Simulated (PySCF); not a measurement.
Ba⁺: interval between two levels

Ba⁺ [Xe] 6s1 [2S1/2, M_J = 1/2] → Ba⁺ [Xe] 6p1 [2P3/2, M_J = 3/2], as a difference of total energies. All numbers are calculated (PySCF 2.14, the two-component X2C-1e Hamiltonian, in x2c-TZVPall-2c (11s11p9d1f, 96 functions)). Correlated levels: [Kr] 4d10 frozen; the 24 highest virtual spinors dropped. "Screened" scales the spin-orbit matrix elements by Boettger's factors to mimic the two-electron term; Breit and QED terms are absent.

```csv
method,interval between two levels (cm⁻¹)
GHF (spin-free),19325
GMP2 (spin-free),21249
GHF (screened spin-orbit),19777
GMP2 (screened spin-orbit),21755
```

The spin-free rows lack the spin-orbit shift.

Errors of the correlated levels include the incompleteness of this basis and the frozen core.

For comparison: 21952 cm⁻¹ (measured; NIST Handbook of Basic Atomic Spectroscopic Data (Sansonetti and Martin, J. Phys. Chem. Ref. Data 34, 1559 (2005))).
